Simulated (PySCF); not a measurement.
**Ru⁻ (ruthenium, charge -1) across methods**

[Kr] 4d7 5s2, high-spin 4F determinant. Computed with PySCF 2.14 in aug-cc-pwCVDZ-PP with ECP28MDF, with scalar relativity through the core potential.

```tsv
method	E (hartree)	mean ε 5s α (eV)	mean ε 5s β (eV)	mean ε 4d β (eV)	Σ⟨r²⟩ (bohr²)	⟨S²⟩
r2SCAN	-94.5540	0.265	0.933	1.205	81.76	3.818
PBE0	-94.5104	-0.065	0.627	-0.078	82.65	3.789
r2SCAN0	-94.5153	-0.256	0.513	-0.125	82.68	3.819
UHF	-93.80826	-1.655	0.056	-4.233	100.5	3.974
M06-2X	-94.4315	-0.377	0.166	-1.812	86.93	3.768
CAM-B3LYP	-94.4771	-0.828	-0.215	-1.361	81.85	3.773
PBE	-94.5392	0.463	1.065	1.246	81.97	3.784
LDA	-94.3353	0.329	0.897	1.333	79.99	3.778
```

Problem. Estimate the same row for wB97M-V.

Solution. E (hartree) = -94.4313; mean ε 5s α (eV) = -1.439; mean ε 5s β (eV) = -0.867; mean ε 4d β (eV) = -2.317; Σ⟨r²⟩ (bohr²) = 80.66; ⟨S²⟩ = 3.765.

Energies and moments cover only the electrons outside the core potential.

The highest occupied level is positive at r2SCAN, PBE0, r2SCAN0, UHF, M06-2X, PBE, LDA: only the finite basis holds that electron, at UHF too, so the state is unbound at these levels.
